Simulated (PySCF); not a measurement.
Does the answer move with the share of exact exchange?

Species: C4H8OSi.
SMILES: `C=C1C[C@@H]1O[SiH3]`

Torsions of this conformer, `[CH2:1]=[C:2]1[CH2:3][C@@H:4]1[O:5][SiH3:6]`: C3–C4–O5–Si6 81°.

PySCF, pcSseg-1 basis, density fitting, gas phase, PBE0-D3(BJ)/def2-SVP geometry. One functional is left out:

| functional | exact exchange (%) | HOMO energy (eV) | LUMO energy (eV) | dipole moment (D) |
| --- | --- | --- | --- | --- |
| B97-D | 0 | -6.31 | -1.18 | 1.027 |
| BLYP | 0 | -6.19 | -1.13 | 1.013 |
| BP86 | 0 | -6.44 | -1.38 | 1.025 |
| LDA | 0 | -6.48 | -1.51 | 1.070 |
| OPBE | 0 | -6.31 | -1.22 | 1.010 |
| PBE | 0 | -6.33 | -1.30 | 1.010 |
| B3LYP | 20 | -7.36 | -0.49 | 1.077 |
| B97-2 | 21 | -7.33 | -0.34 | 1.077 |
| PBE0 | 25 | -7.59 | -0.29 | 1.084 |
| BHandHLYP | 50 | -8.59 | 0.84 | 1.151 |

Predict the row of mPW1PW91 (25 % exact exchange) by straight lines through the other rows, and check it.

```csv
property,line,computed,computed − line,"PBE0 (25 %), for comparison"
HOMO energy (eV),-7.51,-7.62,-0.11,-7.59
LUMO energy (eV),-0.23,-0.30,-0.07,-0.29
dipole moment (D),1.088,1.092,+0.004,1.084
```

Which of these properties follows the share of exact exchange most closely, and which least?

Most closely the HOMO energy, least the dipole moment; the correlations over the tabulated rows are HOMO energy -0.993, LUMO energy 0.989, dipole moment 0.927. The HOMO energy moves by -0.461 eV for every 10 %. Functionals with the same share still differ in their other parts: at 0 % BLYP and LDA differ by 0.29 eV in it.
